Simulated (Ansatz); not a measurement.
This geometry of BH9SSi3 (14 atoms, charge 0, multiplicity 1) is a first-order saddle point.

These are results of RHF/def2-SVP in Ansatz 0.2.0, not measurements.

```xyz
14
Properties=species:S:1:pos:R:3
B -2.638 0.789 -0.633
Si -1.504 -0.887 -0.944
Si 0.403 -1.040 0.465
Si 1.905 0.759 0.112
S 3.574 0.694 1.492
H -2.406 1.585 0.234
H -3.586 1.000 -1.338
H -1.048 -0.913 -2.362
H -2.363 -2.084 -0.724
H 1.130 -2.315 0.242
H -0.036 -0.997 1.887
H 2.524 0.678 -1.230
H 1.183 2.051 0.213
H 2.850 0.652 2.614
```

Problem. Which two structures does it join? (They come from a converged band through this point; their orientation in space is the band's.)

Solution. No bond is made or broken. The dihedral H6–B1–Si2–Si3 goes from -94 to 84°. The two ends are copies of one structure, up to a mirror image or an exchange of like atoms.

First end point:

```xyz
14
Properties=species:S:1:pos:R:3
B -2.619 0.734 -0.543
Si -1.526 -0.929 -0.972
Si 0.349 -0.994 0.504
Si 1.882 0.750 0.033
S 3.583 0.718 1.375
H -3.552 0.693 0.208
H -2.312 1.801 -0.995
H -0.992 -0.898 -2.360
H -2.300 -2.186 -0.800
H 1.047 -2.298 0.380
H -0.112 -0.841 1.910
H 2.466 0.588 -1.317
H 1.185 2.059 0.092
H 2.887 0.772 2.514
```

Last end point:

```xyz
14
Properties=species:S:1:pos:R:3
B -2.607 0.741 -0.560
Si -1.533 -0.941 -0.961
Si 0.354 -0.993 0.499
Si 1.874 0.765 0.037
S 3.582 0.717 1.369
H -2.306 1.793 -1.052
H -3.524 0.729 0.212
H -1.013 -0.947 -2.354
H -2.316 -2.186 -0.751
H 1.063 -2.290 0.365
H -0.099 -0.851 1.910
H 2.450 0.627 -1.319
H 1.171 2.069 0.120
H 2.890 0.735 2.513
```

Problem. How far does it lie above each of them?

Solution. 0.046 eV above the first and 0.046 eV above the second. This is the barrier of this one path; another mechanism may lie lower.

The run took 3 min on 2 threads of Arm Neoverse V1, on a shared host, peak memory 0.31 GiB.
